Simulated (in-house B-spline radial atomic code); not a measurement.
How numerical settings move a run on the nickel ion Ni³⁺, [Ar] 3d7. Computed with an all-electron radial atomic-structure program (B-spline basis): scalar-relativistic (X2C) B3LYP, spin-polarised, spherical fractional occupations, Fermi nucleus of rms radius 3.7757 fm.

Command:
```bash
python run_scf.py task.json out
```
Settings of the sound reference run:
```
Z                28
electrons        25
configuration    [Ar] 3d7
hamiltonian      x2c
method           b3lyp
spin_polarised   True
nucleus          fermi
rms_radius       3.7757
mass_number      58
atomic_mass      57.93534
speed_of_light   137.036
knot_spacing     0.22
spline_order     8
gauss_points     12
box_radius       16.22
max_iterations   70
damping          0.5
damped_steps     3
diis_vectors     10
tolerance        1e-08
start            Thomas-Fermi
```

Run time, properties included: 0.2 s on 1 thread of Intel(R) Xeon(R) 6975P-C (shared host).

It converges in 9 iterations to -1518.227770 hartree, with 3d down at -44.6145 eV. The other runs change the listed settings, some to values that make no sense; their results aren't properties of the atom or ion. Radii are in bohr (the nuclear one in fm), a minus after a letter asks for a j subshell, and «unchanged» means within 1e-8 hartree. The run stops when the residual is below 10 × tolerance × max(1, Z/10), or a noise floor if that is larger, and the energy moves by less than 1e-8 × √|E| hartree; so very loose and very tight tolerances often act alike.

| changed settings | outcome |
| --- | --- |
| spline_order = 5 | converged in 9 iterations, energy +1.46e-05 hartree from the reference, 3d down level -6.4e-06 eV |
| spline_order = 6 | converged in 9 iterations, energy +9.08e-07 hartree from the reference, 3d down level +1.9e-06 eV |
| spline_order = 10 | converged in 9 iterations, energy -7.22e-08 hartree from the reference, 3d down level +8.1e-07 eV |
| electrons = 28, configuration = [Ar] 3d7 4s3, max_iterations = 50 | stopped with error: shell 4s holds at most 1 electrons (per spin) |
| spline_order = 4 | converged in 9 iterations, energy +5.12e-04 hartree from the reference, 3d down level -1.7e-04 eV |
| spline_order = 3 | converged in 9 iterations, energy +3.32e-02 hartree from the reference, 3d down level -8.4e-03 eV |
| knot_spacing = 0.4, max_iterations = 60, tolerance = 0.01, start = bare nucleus | converged in 9 iterations, energy +2.60e-04 hartree from the reference, 3d down level -1.3e-04 eV |
| max_iterations = 8 | not converged after 8 iterations, last residual 1.3e-05, last energy +3.30e-09 hartree from the reference |
| damped_steps = 0 | converged in 8 iterations, energy unchanged, 3d down level +2.7e-05 eV |
| spline_order = 7 | converged in 9 iterations, energy -1.15e-07 hartree from the reference, 3d down level +1.6e-06 eV |
| damped_steps = 8 | converged in 14 iterations, energy unchanged, 3d down level +5.3e-06 eV |
| damped_steps = 1 | converged in 10 iterations, energy unchanged, 3d down level -2.2e-06 eV |
| box_radius = 0.97, max_iterations = 2 | not converged after 2 iterations, last residual 5.5e-02, last energy +5.67e+01 hartree from the reference |
| damped_steps = 30 | converged in 20 iterations, energy unchanged, 3d down level +9.0e-06 eV |
| max_iterations = 12 | converged in 9 iterations, energy unchanged |

Task: What happens with max_iterations = 2?

Result: Not converged after 2 iterations, last residual 7.1e-01, last energy +9.07e+00 hartree from the reference.

Task: What happens with knot_spacing = 2, max_iterations = 75, start = bare nucleus?

Result: Converged in 10 iterations, energy +1.78e+02 hartree from the reference, 3d down level -1.4e+01 eV (the program warns: 3d down reaches the box edge; 1s up reaches the box edge).

Task: What happens with hamiltonian = dirac, method = hf, spin_polarised = False, speed_of_light = 14.00508?

Result: Stopped with error: Z/c is past the critical charge.

Task: What happens with max_iterations = 5?

Result: Not converged after 5 iterations, last residual 3.8e-03, last energy +3.02e-04 hartree from the reference.
